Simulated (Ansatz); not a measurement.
Harmonic frequencies (cm⁻¹) at PBE0-D4/def2-TZVP from Ansatz: 131, 154, 154, 190, 190, 229, 277, 277, 618, 671, 694, 694, 767, 767, 788, 867, 867, 919, 1278, 1278, 1284, 1437, 1443, 1443, 1452, 1452, 1462, 3048, 3048, 3049, 3129, 3129, 3132, 3135, 3136, 3136.

**Question.** Which molecule is it?
A. `C[Si](C)(F)[SeH]`
B. `C[Si](C)(C)F`
C. `C[SiH2]N(C)C`
D. `CO[Si](C)(F)[GeH3]`

**Answer.** B.
